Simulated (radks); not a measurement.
The nuclear charge of the rhodium ion Rh2+ is varied continuously with 43 electrons held in [Kr] 4d7. Calculated with a radial shooting solver on a logarithmic mesh with Libxc functionals: Dirac Kohn-Sham, PBE, spin-unpolarised, spherical densities, point nucleus; open shells are shared between the two j in proportion to 2j + 1. By the Hellmann-Feynman theorem dE/dZ = E(electron-nucleus)/Z, the electronic potential at the nucleus.

\begin{tabular}{lrrrrr}
Z & E (hartree) & E(electron-nucleus)/Z (hartree) & HOMO & e(HOMO) (eV) & <r> HOMO (bohr) \\ \hline
44 & -4531.27193 & -248.873 & 4d5/2 & -12.411 & 1.651 \\
44.2 & -4581.20217 & -250.429 & 4d5/2 & -14.802 & 1.604 \\
44.4 & -4631.44366 & -251.985 & 4d5/2 & -17.317 & 1.561 \\
44.6 & -4681.99633 & -253.541 & 4d5/2 & -19.952 & 1.522 \\
44.8 & -4732.86012 & -255.097 & 4d5/2 & -22.702 & 1.485 \\
45 & -4784.03502 & -256.652 & 4d5/2 & -25.561 & 1.451 \\
45.2 & -4835.52107 & -258.208 & 4d5/2 & -28.527 & 1.420 \\
45.4 & -4887.31831 & -259.764 & 4d5/2 & -31.597 & 1.390 \\
45.6 & -4939.42681 & -261.321 & 4d5/2 & -34.767 & 1.362 \\
45.8 & -4991.84669 & -262.878 & 4d5/2 & -38.035 & 1.336 \\
46 & -5044.57805 & -264.436 & 4d5/2 & -41.400 & 1.311 \\
\end{tabular}

The central difference of E at Z = 45 is -256.652 hartree, to compare with the third column; the second derivative is -7.78 hartree.
